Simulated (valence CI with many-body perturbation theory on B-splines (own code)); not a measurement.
## Forbidden lines of Pr51+

Computed by relativistic CI+MBPT: six valence electrons over a frozen Dirac-Fock core [He], a basis of 9 s, 9 p, 8 d, 6 f, 3 g, 1 h functions for each j, with the one-electron correlation potential Σ1, the two-electron term Σ2, the three-electron term Σ3, Breit, model QED; selected CI, second order for the rest, scaled by the run's own slope (own B-spline code, finite nucleus).

No measured spectrum was set against this ion. As an estimate, large intervals hold to a few tenths of a per cent, small ones and those within an open d or f shell to about a per cent. Among the levels kept, up to 2400 cm⁻¹ of a level comes from second order outside the variational space, and about a tenth of that is noise between levels of different J, which matters for small intervals.

Lines 1 to 50 of 50 in falling wavelength, among levels below 459.02 Ry, chosen from the decays that carry over 1 % of a level's rate. Wavelengths and rates use the calculated energies. Electric multipoles are in the length gauge with retardation, E1 and E2 with the static RPA response of the core. M1 uses the relativistic operator with retardation. S is in atomic units (e²a₀⁴ for E2 and M2, e²a₀⁶ for E3), for M1 in squared Bohr magnetons. Weak lines are less certain than strong ones. Lines between different terms over intervals too small for the method are left out, as are lines whose strength nearly cancels. The highest levels of a list are the least certain.

Levels are named by their leading jj configuration (3d3/2^4 stands for four electrons in 3d with j = 3/2), which in mixed levels can hold well under half, so a name can repeat and another be missing. Letters in brackets count levels of one name in rising energy.

```csv
λ vac (Å),Upper,Lower,Type,A (s⁻¹),S (a.u.)
285.7,(2s^2 2p1/2^2 2p3/2^2) J=0,(2s^2 2p1/2^2 2p3/2^2) J=2,E2,4.12e+01,6.99e-05
27.27,(2s^2 2p1/2 2p3/2^3) J=1,(2s^2 2p1/2^2 2p3/2^2) J=0,M1,3.19e+08,7.20e-01
25.73,(2s^2 2p1/2 2p3/2^2 3d5/2) J=4,(2s^2 2p1/2^2 2p3/2 3d5/2) J=4,M1,8.09e+08,4.60e+00
24.89,(2s^2 2p1/2 2p3/2^3) J=1,(2s^2 2p1/2^2 2p3/2^2) J=2,M1,9.91e+08,1.70e+00
24.05,(2s^2 2p1/2 2p3/2^3) J=2,(2s^2 2p1/2^2 2p3/2^2) J=2,M1,6.03e+08,1.55e+00
23.32,(2s^2 2p3/2^4) J=0,(2s^2 2p1/2 2p3/2^3) J=1,M1,2.62e+09,1.23e+00
2.502,(2s^2 2p1/2^2 2p3/2 3d5/2) J=4,(2s 2p1/2^2 2p3/2^3) J=2,E2,5.17e+08,4.07e-07
2.282,(2s^2 2p1/2^2 2p3/2 3p1/2) J=2,(2s^2 2p1/2^2 2p3/2^2) J=0,E2,1.12e+11,3.11e-05
2.280,(2s^2 2p1/2 2p3/2^2 3d5/2) J=4,(2s 2p1/2^2 2p3/2^3) J=2,E2,6.22e+08,3.08e-07
2.279,(2s^2 2p1/2 2p3/2^2 3p1/2) J=1 [a],(2s^2 2p1/2 2p3/2^3) J=2,E2,6.50e+10,1.07e-05
2.276,(2s^2 2p1/2 2p3/2^2 3p1/2) J=2 [a],(2s^2 2p1/2 2p3/2^3) J=2,E2,8.55e+09,2.33e-06
2.272,(2s^2 2p1/2 2p3/2^2 3p1/2) J=1 [a],(2s^2 2p1/2 2p3/2^3) J=1,E2,6.38e+10,1.03e-05
2.272,(2s^2 2p1/2 2p3/2^2 3p1/2) J=1 [a],(2s^2 2p1/2 2p3/2^3) J=1,M1,3.65e+09,4.77e-03
2.270,(2s^2 2p1/2 2p3/2^2 3p1/2) J=3,(2s^2 2p1/2 2p3/2^3) J=2,E2,3.64e+11,1.37e-04
2.269,(2s^2 2p1/2 2p3/2^2 3p1/2) J=2 [a],(2s^2 2p1/2 2p3/2^3) J=1,E2,3.01e+11,8.07e-05
2.265,(2s^2 2p1/2^2 2p3/2 3p1/2) J=1,(2s^2 2p1/2^2 2p3/2^2) J=2,E2,3.21e+11,5.13e-05
2.264,(2s^2 2p1/2^2 2p3/2 3p1/2) J=2,(2s^2 2p1/2^2 2p3/2^2) J=2,E2,4.29e+11,1.14e-04
2.262,(2s^2 2p1/2 2p3/2^2 3p1/2) J=3,(2s^2 2p1/2 2p3/2^3) J=1,E2,6.02e+10,2.23e-05
2.259,(2s^2 2p1/2 2p3/2^2 3p1/2) J=2 [b],(2s^2 2p1/2 2p3/2^3) J=2,E2,1.99e+11,5.23e-05
2.255,(2s^2 2p1/2 2p3/2^2 3p1/2) J=1 [b],(2s^2 2p1/2 2p3/2^3) J=2,E2,1.73e+11,2.71e-05
2.251,(2s^2 2p1/2 2p3/2^2 3p1/2) J=2 [b],(2s^2 2p1/2 2p3/2^3) J=1,E2,3.25e+10,8.40e-06
2.248,(2s^2 2p1/2 2p3/2^2 3p1/2) J=1 [b],(2s^2 2p1/2 2p3/2^3) J=1,E2,1.75e+11,2.69e-05
2.242,(2s^2 2p1/2 2p3/2^2 3p1/2) J=0,(2s^2 2p1/2 2p3/2^3) J=2,E2,3.50e+11,1.77e-05
2.220,(2s^2 2p1/2 2p3/2^2 3p3/2) J=0,(2s^2 2p1/2 2p3/2^3) J=2,E2,6.91e+10,3.33e-06
2.217,(2s^2 2p1/2 2p3/2^2 3p3/2) J=3 [a],(2s^2 2p1/2 2p3/2^3) J=1,E2,7.05e+10,2.36e-05
2.216,(2s^2 2p1/2^2 2p3/2 3p3/2) J=2,(2s^2 2p1/2^2 2p3/2^2) J=0,E2,1.29e+11,3.09e-05
2.215,(2s^2 2p1/2 2p3/2^2 3p3/2) J=1 [a],(2s^2 2p1/2 2p3/2^3) J=2,E2,1.27e+10,1.81e-06
2.214,(2s^2 2p1/2 2p3/2^2 3p3/2) J=3 [b],(2s^2 2p1/2 2p3/2^3) J=2,E2,1.08e+11,3.61e-05
2.214,(2s^2 2p1/2 2p3/2^2 3p3/2) J=2 [a],(2s^2 2p1/2 2p3/2^3) J=1,E2,1.09e+11,2.58e-05
2.212,(2s^2 2p1/2 2p3/2^2 3p3/2) J=4,(2s^2 2p1/2 2p3/2^3) J=2,E2,1.12e+11,4.78e-05
2.208,(2s^2 2p1/2 2p3/2^2 3p3/2) J=1 [a],(2s^2 2p1/2 2p3/2^3) J=1,E2,9.41e+10,1.32e-05
2.208,(2s^2 2p1/2^2 2p3/2 3p3/2) J=3,(2s^2 2p1/2^2 2p3/2^2) J=2,E2,2.34e+11,7.68e-05
2.208,(2s^2 2p1/2^2 2p3/2 3p3/2) J=1,(2s^2 2p1/2^2 2p3/2^2) J=2,E2,2.45e+11,3.44e-05
2.205,(2s^2 2p1/2 2p3/2^2 3p3/2) J=1 [b],(2s^2 2p1/2 2p3/2^3) J=2,E2,2.19e+11,3.06e-05
2.198,(2s^2 2p1/2 2p3/2^2 3p3/2) J=2 [b],(2s^2 2p1/2 2p3/2^3) J=2,E2,2.57e+11,5.89e-05
2.198,(2s^2 2p1/2 2p3/2^2 3p3/2) J=1 [b],(2s^2 2p1/2 2p3/2^3) J=1,E2,1.38e+11,1.89e-05
2.192,(2s^2 2p1/2^2 2p3/2 3p3/2) J=0,(2s^2 2p1/2^2 2p3/2^2) J=2,E2,6.46e+11,2.92e-05
2.170,(2s^2 2p1/2 2p3/2^2 3d5/2) J=4,(2s^2 2p1/2 2p3/2^3) J=2,M2,1.39e+09,5.37e-07
2.157,(2s^2 2p1/2^2 2p3/2 3d5/2) J=4,(2s^2 2p1/2^2 2p3/2^2) J=2,M2,1.01e+10,3.78e-06
2.157,(2s^2 2p1/2^2 2p3/2 3d5/2) J=4,(2s^2 2p1/2^2 2p3/2^2) J=2,E3,7.12e+08,4.43e-06
2.035,(2s^2 2p1/2 2p3/2^2 3p3/2) J=3 [a],(2s^2 2p1/2^2 2p3/2^2) J=2,E2,6.15e+10,1.34e-05
2.033,(2s^2 2p1/2 2p3/2^2 3p3/2) J=2 [a],(2s^2 2p1/2^2 2p3/2^2) J=2,E2,1.02e+11,1.58e-05
2.032,(2s^2 2p1/2 2p3/2^2 3p3/2) J=0,(2s^2 2p1/2^2 2p3/2^2) J=2,E2,2.53e+11,7.84e-06
2.028,(2s^2 2p1/2 2p3/2^2 3p3/2) J=1 [a],(2s^2 2p1/2^2 2p3/2^2) J=2,E2,1.83e+11,1.68e-05
2.028,(2s^2 2p1/2 2p3/2^2 3p3/2) J=3 [b],(2s^2 2p1/2^2 2p3/2^2) J=2,E2,2.02e+11,4.32e-05
2.026,(2s^2 2p1/2 2p3/2^2 3p3/2) J=4,(2s^2 2p1/2^2 2p3/2^2) J=2,E2,2.96e+11,8.10e-05
2.024,(2s^2 2p1/2 2p3/2^2 3p3/2) J=2 [c],(2s^2 2p1/2^2 2p3/2^2) J=0,E2,1.95e+11,2.96e-05
2.020,(2s^2 2p1/2 2p3/2^2 3p3/2) J=1 [b],(2s^2 2p1/2^2 2p3/2^2) J=2,E2,7.94e+10,7.15e-06
2.010,(2s^2 2p1/2 2p3/2^2 3p3/2) J=2 [c],(2s^2 2p1/2^2 2p3/2^2) J=2,E2,4.58e+10,6.70e-06
1.990,(2s^2 2p1/2 2p3/2^2 3d5/2) J=4,(2s^2 2p1/2^2 2p3/2^2) J=2,M2,3.16e+09,7.94e-07
```
